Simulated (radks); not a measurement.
Fractional charge and spin in the 5s shell of tin: the spin-up occupation runs from 0 to 1 and the spin-down occupation from 0 to 1; the fullest corner is Sn2+, [Kr] 4d10 5s(up 1, down 1). Calculated with a radial shooting solver on a logarithmic mesh with Libxc functionals: scalar-relativistic Kohn-Sham, PBE, spin-polarised, spherical densities, finite nucleus; Fermi nuclear charge, rms radius of each element as measured or else 0.836 A^(1/3) + 0.57 fm. Energy (eV) above the fullest corner. The planes named below are the two flat planes that join the four corners, with an edge along up + down = one added electron.

\begin{tabular}{lrrrrr}
down \ up & 0 & 0.25 & 0.5 & 0.75 & 1 \\ \hline
0 & 72.095 & 60.813 & 50.155 & 40.118 & 30.692 \\
0.25 & 60.813 & 50.230 & 40.261 & 30.902 & 22.146 \\
0.5 & 50.155 & 40.261 & 30.971 & 22.282 & 14.185 \\
0.75 & 40.118 & 30.902 & 22.282 & 14.252 & 6.806 \\
1 & 30.692 & 22.146 & 14.185 & 6.806 & 0.000 \\
\end{tabular}

Corners above the fullest one (they belong to Sn3+ and the next ion): (up 1, down 0) 30.692 eV, (up 0, down 1) 30.692 eV, (up 0, down 0) 72.095 eV. With half an added electron in each spin the energy lies 0.279 eV from the planes (fractional-spin error, the static-correlation error of a stretched bond), and with half an added electron in spin up alone -1.238 eV (fractional-charge error). For a frontier s shell over closed shells the exact functional lies on the planes.
